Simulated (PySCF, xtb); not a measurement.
Si(H)(OH) (H₂OSi), SMILES O[SiH] (connectivity only; charge and spin as stated), neutral, multiplicity 1.

GFN2-xTB run with xtb at its own geometry gives an orbital gap of 2.77 eV and a dipole moment of 1.96 D.

Geometry optimised at PBE0-D3(BJ)/def2-TZVP.

### Question
What does PySCF with M06-2X/def2-TZVPD give? (An estimate is asked for; the answer gives what the named calculation found.)

### Answer
gap 6.46 eV (levels -7.68 and -1.22 eV), dipole 1.51 D.
